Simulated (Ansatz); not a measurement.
Here is a job for Ansatz (a quantum-chemistry and plane-wave program).
Ansatz 0.2 input:
```yaml
crystal:
  periodic: [false, false, false]
  atoms:
    - {symbol: Sb, position_ang: [-0.31428372, -0.47969146, 0.77349678]}
    - {symbol: H, position_ang: [-1.07395645, -1.57898426, -0.30086418]}
    - {symbol: Br, position_ang: [1.80755206, -0.68706950, -0.58090525]}
    - {symbol: Br, position_ang: [-1.31891131, 1.43116232, -0.53759393]}
basis:
  gaussian:
    orbitals: def2-SV_P_.json
hamiltonian:
  xc: r2scan
```
The basis file holds def2-SV(P) in the JSON format of the Basis Set Exchange.

Task: What does this run give for the number of basis functions, total energy?

Result: 
```yaml
number_of_basis_functions: 92
total_energy: -5388.6830 Eh
```
